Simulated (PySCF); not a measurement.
CH₄O₃, SMILES OC(O)O. Atoms are numbered in the order given.

```xyz
8

O     -0.1606     0.7062     1.0927
C      0.3448     0.0213     0.0000
O     -0.0352    -1.3245     0.0000
O     -0.1606     0.7062    -1.0927
H      0.1658     0.2476     1.8780
H      1.4572    -0.0077     0.0000
H     -1.0069    -1.3180     0.0000
H      0.1658     0.2476    -1.8780
```
Charge 0, spin multiplicity 1.

The structure is a stationary point at r2SCAN-D4/def2-SVP. The values are those of a single conformer.

The numbers are results of PBE/pcJ-1 (PySCF), not measurements.

Isotropic couplings with Fermi-contact, spin-dipole and both spin-orbit terms, one fixed conformer, no vibrational averaging. Isotopes: 13C, 1H.

Task: Estimate the spin–spin coupling constants. (The exact figures need the calculation; the answer reports its results.)

Result: 
| pair | bonds apart | J (Hz) |
|---|---|---|
| C2–H6 | 1 | 175.7 |
| C2–H5 | 2 | -0.9 |
| C2–H7 | 2 | -4.6 |
| C2–H8 | 2 | -0.9 |
| H5–H6 | 3 | 0.6 |
| H6–H7 | 3 | 15.2 |
| H6–H8 | 3 | 0.6 |
| H5–H8 | 4 | 5.1 |
